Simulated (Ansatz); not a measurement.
Stepwise reaction of `N[Si](F)(F)F` with hydrogen, as a gas-phase model of exchange steps in deposition or etching. ΔE in kJ/mol; ΔG adds harmonic PBE0-D4 terms to CCSD(T)/CBS, at 1 bar.

Isolated molecules relaxed with PBE0-D4/def2-TZVP in Ansatz; ΔE leaves out vibrations. CCSD(T)/CBS is the MP2 limit (def2-TZVPP, def2-QZVPP) plus CCSD(T) − MP2 in def2-TZVPP, frozen cores. This one scheme is used for every species. DFT in def2-TZVPP. B3LYP here is the variant with VWN-RPA as its local correlation; programs differ in this. One conformer a species, not always the lowest.

| step | reaction | PBE-D4 | B3LYP-D4 | ωB97M-V | CCSD(T)/CBS | ΔG(600 K) |
| --- | --- | --- | --- | --- | --- | --- |
| 1 | `N[Si](F)(F)F` + H₂ → `N[SiH](F)F` + H–F | 126.4 | 135.2 | 136.7 | 133.9 | 131.5 |
| 2 | `N[SiH](F)F` + H₂ → `N[SiH2]F` + H–F | 129.3 | 138.3 | 139.1 | 136.0 | 136.6 |
| 3 | `N[SiH2]F` + H₂ → `N[SiH3]` + H–F | 132.6 | 141.0 | 141.6 | 138.1 | 131.8 |

Q: By hand: ΔE of the 3 steps together at CCSD(T)/CBS.

A: (133.9) + (136.0) + (138.1) = 408.0 kJ/mol, or 136.0 kJ/mol a step.

In ΔE the steps differ by no more than 4.2 kJ/mol. All are uphill at CCSD(T)/CBS. ΔG lies between 131.5 and 136.6 kJ/mol a step. PBE-D4 differs from CCSD(T)/CBS by -7.5 to -5.5 kJ/mol a step. Isolated molecules leave out the surface, adducts and barriers. Largest T1 diagnostic: 0.011.
